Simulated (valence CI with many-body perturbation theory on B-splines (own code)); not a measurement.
## Level structure of Ta XLII

Computed by relativistic CI+MBPT: four valence electrons over a frozen Dirac-Fock core [Ar] 3d10, a basis of 11 s, 11 p, 9 d, 7 f, 5 g, 2 h, 1 i functions for each j, with the one-electron correlation potential Σ1, the two-electron term Σ2, the three-electron term Σ3, Breit, model QED; selected CI, second order for the rest (own B-spline code, finite nucleus).

No measured spectrum was set against this ion. As an estimate, large intervals hold to a few tenths of a per cent, small ones and those within an open d or f shell to about a per cent.

Levels 1 to 45 of 67, with energies above the lowest level, (4s^2 4p1/2^2) J=0. "Leading %" is the weight of the configuration and term that name the level; weights of strongly mixed levels are sums over their largest components and can fall short. In the jj column 3d3/2^4 stands for four electrons in 3d with j = 3/2. Lifetimes count E1, E2, E3, M1 and M2 decay at the calculated energies, and are blank where another channel may lead or the interval is too uncertain; long ones can be off by a factor of two.

```tsv
No.	Configuration	Term	J	E (× 10³ cm⁻¹)	Leading %	g	Lifetime	Leading jj
1	4s2 4p2	3P	0	0.00	70			4s^2 4p1/2^2 (99 %)
2	4s2 4p2	3P	1	684.37	99	1.497	250 ns	4s^2 4p1/2 4p3/2 (99 %)
3	4s2 4p2	1D	2	718.23	63	1.178	8.97 μs	4s^2 4p1/2 4p3/2 (99 %)
4	4s2 4p2	3P	2	1428.2	63	1.313	142 ns	4s^2 4p3/2^2 (99 %)
5	4s 4p3	3P°	2	1438.9	44	1.573	47.5 ps	4s 4p1/2^2 4p3/2 (96 %)
6	4s2 4p2	1S	0	1501.6	70		112 ns	4s^2 4p3/2^2 (98 %)
7	4s 4p3	3D°	1	1554.9	37	1.056	3.06 ps	4s 4p1/2^2 4p3/2 (93 %)
8	4s2 4p 4d	3F°	2	1890.8	72	0.766	109 ps	4s^2 4p1/2 4d3/2 (97 %)
9	4s2 4p 4d	3D°	1	2033.6	51	0.875	668 fs	4s^2 4p1/2 4d3/2 (91 %)
10	4s 4p3	5S°	2	2045.4	34	1.484	65.1 ps	4s 4p1/2 4p3/2^2 (61 %)
11	4s2 4p 4d	3F°	3	2088.4	34	1.200	17.7 ps	4s^2 4p1/2 4d5/2 (65 %)
12	4s2 4p 4d	3P°	2	2175.2	30	1.320	2.00 ps	4s^2 4p1/2 4d5/2 (57 %)
13	4s 4p3	3D°	3	2201.9	64	1.237	3.43 ps	4s 4p1/2 4p3/2^2 (64 %)
14	4s 4p3	3P°	0	2218.2	96		4.41 ps	4s 4p1/2 4p3/2^2 (96 %)
15	4s 4p3	3P°	1	2272.5	50	1.273	2.47 ps	4s 4p1/2 4p3/2^2 (92 %)
16	4s 4p3	1D°	2	2294.8	67	1.103	1.55 ps	4s 4p1/2 4p3/2^2 (87 %)
17	4s 4p3	3S°	1	2306.6	39	1.358	1.18 ps	4s 4p1/2 4p3/2^2 (95 %)
18	4s 4p2 4d	5F	1	2655.6	45	0.412	19.9 ps	4s 4p1/2^2 4d3/2 (96 %)
19	4s 4p2 4d	3D	2	2680.7	28	1.163	21.6 ps	4s 4p1/2^2 4d3/2 (92 %)
20	4s2 4p 4d	3D°	2	2701.8	50	1.051	749 fs	4s^2 4p3/2 4d3/2 (90 %)
21	4s2 4p 4d	3P°	1	2711.2	54	1.131	877 fs	4s^2 4p3/2 4d3/2 (92 %)
22	4s2 4p 4d	3P°	0	2718.2	95		916 fs	4s^2 4p3/2 4d3/2 (95 %)
23	4s2 4p 4d	3F°	3	2721.1	39	1.122	932 fs	4s^2 4p3/2 4d3/2 (90 %)
24	4s2 4p 4d	3P°	2	2774.3	34	1.302	42.8 ps	4s^2 4p3/2 4d5/2 (74 %)
25	4s2 4p 4d	3F°	4	2776.2	99	1.246	297 ns	4s^2 4p3/2 4d5/2 (99 %)
26	4s 4p2 4d	3D	3	2856.5	30	1.362	4.41 ps	4s 4p1/2^2 4d5/2 (94 %)
27	4s 4p2 4d	3F	2	2901.2	20	1.092	5.12 ps	4s 4p1/2^2 4d5/2 (77 %)
28	4s2 4p 4d	3D°	3	2923.2	52	1.174	1.32 ps	4s^2 4p3/2 4d5/2 (91 %)
29	4s2 4p 4d	1P°	1	2931.1	57	1.135	2.33 ps	4s^2 4p3/2 4d5/2 (87 %)
30	4s 4p3	3P°	2	2991.0	37	1.368	1.26 ps	4s 4p3/2^3 (72 %)
31	4p4	3P	2	3068.7	48	1.211	1.66 ps	4p1/2^2 4p3/2^2 (70 %)
32	4s 4p3	1P°	1	3087.7	36	1.142	804 fs	4s 4p3/2^3 (84 %)
33	4p4	1S	0	3104.0	54		2.07 ps	4p1/2^2 4p3/2^2 (87 %)
34	4s 4p2 4d	5D	0	3276.3	85		25.3 ps	4s 4p1/2 4p3/2 4d3/2 (96 %)
35	4s 4p2 4d	5D	1	3278.2	55	1.178	26.2 ps	4s 4p1/2 4p3/2 4d3/2 (98 %)
36	4s 4p2 4d	5F	2	3282.0	44	1.106	8.39 ps	4s 4p1/2 4p3/2 4d3/2 (94 %)
37	4s 4p2 4d	5F	3	3297.0	46	1.137	22.1 ps	4s 4p1/2 4p3/2 4d3/2 (92 %)
38	4s 4p2 4d	3G	4	3348.8	31	1.186	126 ps	4s 4p1/2 4p3/2 4d3/2 (83 %)
39	4s2 4p 4f	3G	3	3376.9	35	0.875	57.1 ps	4s^2 4p1/2 4f5/2 (50 %)
40	4s 4p2 4d	3F	2	3404.4	52	0.902	4.57 ps	4s 4p1/2 4p3/2 4d3/2 (71 %)
41	4s 4p2 4d	5D	4	3418.8	50	1.398	218 ps	4s 4p1/2 4p3/2 4d5/2 (98 %)
42	4s 4p2 4d	3D	3	3429.3	27	1.341	1.09 ps	4s 4p1/2 4p3/2 4d3/2 (70 %)
43	4s 4p2 4d	5P	2	3444.8	24	1.242	944 fs	4s 4p1/2 4p3/2 4d3/2 (76 %)
44	4s 4p2 4d	5P	1	3453.1	28	1.609	920 fs	4s 4p1/2 4p3/2 4d3/2 (93 %)
45	4s2 4p 4f	3F	2	3466.6	19	1.106	1.33 ps	4s 4p1/2 4p3/2 4d3/2 (46 %)
```

The ionisation energy to 4s2 4p 2P°_1/2 of the next ion comes out as 2054.8 eV (NIST: 2053 ± 4 eV (theoretical)). All 67 levels together are meant to be complete up to 3822.7 × 10³ cm⁻¹.
